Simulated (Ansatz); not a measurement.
A search over several starts for the lowest SCF solution of the cluster TaSi3⁻ at the given spin, in a small basis.

```yaml
crystal:
  periodic: [false, false, false]
  atoms:
    - {symbol: Ta, position_ang: [-1.033016, -1.403283, -0.473504]}
    - {symbol: Si, position_ang: [-0.961199, 1.010522, -0.108650]}
    - {symbol: Si, position_ang: [1.356556, 0.967514, -0.522052]}
    - {symbol: Si, position_ang: [0.637659, -0.574763, 1.104216]}
basis:
  gaussian: {orbitals: def2-SVP}
total_charge: -1
magnetization: {spin_polarized: true, initial_magnetization: 0}
hamiltonian: {xc: pbe0, dispersion: d4}
output: {orbitals: {seedname: orbitals}}
```

```sh
$ ansatz run in.yaml --threads 4 --pin off --events-out ev --progress --plain --max-ram 3916MiB
```

Output, abridged:

```
Functional definition: PBE0
815 factors; integrals over basis functions are off by at most 1.0e-3 eV
mean field evaluation 1: about -25162.1770 eV, gradient 1.1e1 eV
mean field evaluation 2: about -25148.5682 eV, gradient 5.1e1 eV
mean field evaluation 4: about -25162.7926 eV, gradient 5.8e0 eV
mean field evaluation 8: about -25163.0435 eV, gradient 1.3e-1 eV
mean field evaluation 16: about -25163.0470 eV, gradient 1.6e-2 eV
mean field evaluation 32: about -25163.1212 eV, gradient 5.1e-1 eV
mean field evaluation 64: about -25163.2290 eV, gradient 7.2e-1 eV
mean field evaluation 96: about -25163.4835 eV, gradient 1.3e-2 eV
mean field evaluation 128: about -25163.3610 eV, gradient 1.7e0 eV
mean field evaluation 160: about -25163.4835 eV, gradient 9.0e-5 eV
mean field evaluation 192: about -25163.4811 eV, gradient 1.2e-1 eV
mean field evaluation 224: about -25163.4835 eV, gradient 3.2e-5 eV
mean field -25163.48354878 eV, -924.7409639960 hartree, gradient 1.3e-5 eV, S^2 1.227675; 14 other end points of the search recorded, 0 dependent functions left out
reference -25163.48357301 eV, -924.7409648863 hartree; 28, 28 occupied and 58, 58 virtual orbitals, 815 factors
Total energy: -25163.73089285 eV, -924.7500537226 hartree
```

It took 22 s on 4 threads of Arm Neoverse V2 on a shared host.

Other converged states that the search met: 0.44 eV higher (⟨S²⟩ = 0.00).

In the def2 sets Ta takes a core potential; there is no spin–orbit coupling. The unrestricted singlet has broken spin symmetry (⟨S²⟩ up to 1.23). At PBE0-D4/def2-TZVPD a triplet of charge -1 lies 0.72 eV below the unrestricted singlet, which stands at the restricted singlet's geometry. The structure comes from a short search, and lower isomers may exist.
